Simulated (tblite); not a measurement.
Compound: C₇H₇NO (charge -1 and doublet state).
Bonds: C1–C2, C2–O3, C2–C4, C4–C5 (aromatic), C5–C6 (aromatic), C6–C7 (aromatic), C7–C8 (aromatic), C8–N9 (aromatic), C4–N9 (aromatic). Hydrogens: H10, H11, H12 on C1; H13 on C5; H14 on C6; H15 on C7; H16 on C8.

The geometry is computed with GFN2-xTB (gas phase). This method treats the open shell by occupation alone, without spin polarisation.

Q: Give the optimised bond lengths and angles.

A: 
```csv
bond,length (Å)
C1–C2,1.527
C2–O3,1.260
C2–C4,1.417
C4–C5,1.425
C5–C6,1.362
C6–C7,1.414
C7–C8,1.388
C8–N9,1.311
C4–N9,1.381
"C1–H10, C1–H11, C1–H12",1.089
C5–H13,1.081
C6–H14,1.087
C7–H15,1.083
C8–H16,1.092
```

Bonds in one row agree within 0.01 Å and their mean is given. A selection of angles:
```csv
angle,degrees
C1–C2–O3,119.9
C1–C2–C4,115.7
O3–C2–C4,124.3
C2–C4–C5,121.2
C2–C4–N9,118.6
C5–C4–N9,120.2
C4–C5–C6,120.4
C5–C6–C7,118.8
C6–C7–C8,117.1
C7–C8–N9,126.0
C4–N9–C8,117.4
```

Torsions: C1–C2–C4–C5 180° (antiperiplanar).

C8 (carbon bonded to C, N and H) is planar (angles 126.0°, 119.4° and 114.7°, sum 360.0°, 0.00 Å off the plane of its three neighbours). The 6-membered ring C4–C5–C6–C7–C8–N9 has internal angles of 117.1° to 126.0°; it is planar, 0.00 Å rms from its mean plane, widest ring torsion 0°. C5 (carbon bonded to 2 C and H) is planar (angles 122.2°, 120.4° and 117.4°, sum 360.0°, 0.00 Å off the plane of its three neighbours). C7 (carbon bonded to 2 C and H) is planar (angles 121.4°, 121.4° and 117.1°, sum 360.0°, 0.00 Å off the plane of its three neighbours). C2 (carbon bonded to 2 C and O) is planar (angles 124.3°, 119.9° and 115.7°, sum 360.0°, 0.00 Å off the plane of its three neighbours). C4 (carbon bonded to 2 C and N) is planar (angles 121.2°, 120.2° and 118.6°, sum 360.0°, 0.00 Å off the plane of its three neighbours). The 9 heavy atoms lie in one plane (0.000 Å rms).

Point group: Cs (tolerance 0.08 Å). Its GFN2-xTB frequencies are all real (lowest 52 cm⁻¹). Whether the extra electron is bound in the gas phase wasn't checked; a finite basis holds it in any case.

One conformer stands for the species.
